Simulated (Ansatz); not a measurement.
CH7ClOSi2 can be A, `C[SiH](Cl)[SiH2]O`, or B, `O[SiH2][SiH2]CCl`.

Gas-phase electronic energies from Ansatz, PBE0-D4/def2-TZVP geometries. CBS: MP2 limit from def2 TZ/QZ plus the TZ coupled-cluster correction, frozen cores. DFT in def2-TZVPP. B3LYP here is the variant with VWN-RPA as its local correlation; programs differ in this. Each species was taken in one conformer, which may not be the lowest.

(1) Which isomer does CCSD(T)/CBS put lower? Give the gap. (An estimate is asked.)

(2) Give E(B) − E(A) in kJ/mol with ωB97M-V, HF/def2-TZVPP, CCSD/def2-TZVPP, B3LYP-D4, r2SCAN-D4, PBE-D4, MP2/def2-TZVPP. (An estimate is asked.)

Largest T1 diagnostic: 0.011.

## Answers

(1) The calculation gave: A, by 179.3 kJ/mol.

(2) Ansatz gave: ωB97M-V 181.0, HF/def2-TZVPP 182.1, CCSD/def2-TZVPP 177.4, B3LYP-D4 178.0, r2SCAN-D4 183.9, PBE-D4 174.8, MP2/def2-TZVPP 183.7. None reverses the order clearly.

From PBE to PBE0 (25 % exact exchange), in def2-TZVPP and without D4, E(B) − E(A) moves by +4.7 kJ/mol.
